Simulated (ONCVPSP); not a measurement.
**technetium: one change to an ONCV potential, before and after**

Tc, optimised norm-conserving Vanderbilt (ONCV), made with ONCVPSP 4.0.1 (LDA (Perdew-Wang 92), scalar-relativistic). Core [Ar] 3d10, reference 4s2 4p6 4d5 5s1 5p1. Waves: 4s+5s: rc 1.65 bohr, ncon 5, nbas 8, qcut 6.5 1/bohr, 2 projectors; 4p+5p: rc 2.00 bohr, ncon 4, nbas 7, qcut 5.6 1/bohr, 2 projectors; 4d: rc 2.10 bohr, ncon 3, nbas 7, qcut 7.3 1/bohr, 2 projectors, debl 2.1 Ha. Local part: polynomial inside 1.50 bohr (lpopt 5, dvloc0 6 Ha). Core correction: none.

All-electron outer shells of the reference configuration (LDA (PZ), scalar-relativistic, ld1.x):

```tsv
shell	level (eV)	outermost node (bohr)	outermost maximum (bohr)
3p	-417.04	0.16	0.36
3d	-251.63	–	0.31
4s	-74.84	0.50	0.95
4p	-46.85	0.51	1.03
4d	-8.17	0.50	1.27
5s	-6.19	1.28	2.69
5p	-2.25	1.45	3.54
```

Change: s: qcut 5.3.

Cutoffs: the cutoffs (Ha) at which the residual kinetic energy of the hardest occupied pseudo-wave falls to 1 and 0.1 mHa per electron; they do not see the model core or the augmentation charge, which bear on the density cutoff. Errors are all-electron minus pseudo energies relative to the spin-unpolarised reference configuration.

Task: Predict the effect on cutoff, ghosts and configuration errors.

Result: The potential gets harder (20 Ha and 54 Ha → 49 Ha and 61 Ha); of the 4 tests that both files solve, the error grows in 2 and shrinks in 0 by more than 15 % and 0.3 meV (median size 2.1 → 2.3 meV); neither file shows a bound ghost.

```csv
quantity,base,changed
"cutoff, loose",20 Ha,49 Ha
"cutoff, tight",54 Ha,61 Ha
loose cutoff by channel,"s 20 Ha, p 13 Ha, d 18 Ha","s 49 Ha, p 13 Ha, d 18 Ha"
bound ghosts,none,none
GHOST(+) flags under 300 eV,none,none
"error for 4s2 4p6 4d5 5s2 5p0, meV [ΔE -3.84 eV]",+0.3,+0.2
"error for 4s2 4p6 4d5 5s1 5p0, meV [ΔE 4.59 eV]",-0.9,-0.9
"error for 4s2 4p6 4d5 5s0 5p0, meV [ΔE 19.78 eV]",-3.3,-3.8
"error for 4s1 4p6 4d5 5s2 5p0, meV [ΔE 76.14 eV]",-118,-168
s: phases at 1.68 bohr within 0.05 rad from the reference energy up to (Ha; the scan ends near 5),to the end of the scan,to the end of the scan
p: phases at 2.03 bohr within 0.05 rad from the reference energy up to (Ha; the scan ends near 5),to the end of the scan,to the end of the scan
d: phases at 2.13 bohr within 0.05 rad from the reference energy up to (Ha; the scan ends near 5),to the end of the scan,to the end of the scan
```
